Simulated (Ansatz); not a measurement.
Program: Ansatz. Geometries: PBE0-D4/def2-TZVP. ΔE: electronic, gas phase. CCSD(T)/CBS is the MP2 limit (def2-TZVPP, def2-QZVPP) plus CCSD(T) − MP2 in def2-TZVPP, frozen cores. This one scheme is used for every species. Functionals use def2-TZVPP. One conformer a species, not always the lowest.

Reaction (ligand exchange at the Si–C bond): `C=C[SiH2]O[SiH3]` + `C=N` → `C=N[SiH2]O[SiH3]` + `C=C`

Task: Is it downhill or uphill in electronic energy at CCSD(T)/CBS, and by how much? (Estimate.)

Result: Computed: Downhill: ΔE = -10.8 kcal/mol.

Task: What do these levels give: LDA (SPW92), PBE-D4, r2SCAN-D4, B97M-V, r2SCAN0-D4, BHLYP-D4, BLYP, HF/def2-SVP, CCSD(T)/def2-SVP, MP2/def2-TZVPP, SCS-MP2/def2-QZVPP, CCSD/CBS(def2)? (Best estimate.)

Result: Computed: LDA (SPW92) -10.8, PBE-D4 -10.1, r2SCAN-D4 -11.2, B97M-V -11.0, r2SCAN0-D4 -11.2, BHLYP-D4 -12.0, BLYP -12.0, HF/def2-SVP -11.8, CCSD(T)/def2-SVP -9.7, MP2/def2-TZVPP -11.3, SCS-MP2/def2-QZVPP -11.5, CCSD/CBS(def2) -11.0 kcal/mol.

Largest T1 diagnostic among the species: 0.013.

Leaving LDA and LC-ωPBE aside and taking each functional with its dispersion term where it has one, the values, not all of them listed here, spread over 2.2 kcal/mol, from BHLYP-D4 to revPBE-D4. In def2-TZVPP, CCSD(T) changes the Hartree–Fock value by +2.6 kcal/mol (the triples alone add +0.2 kcal/mol) and MP2 by +1.9 kcal/mol. At CCSD(T), def2-SVP lies +1.2 kcal/mol from the extrapolated value and def2-TZVPP +0.2 kcal/mol.
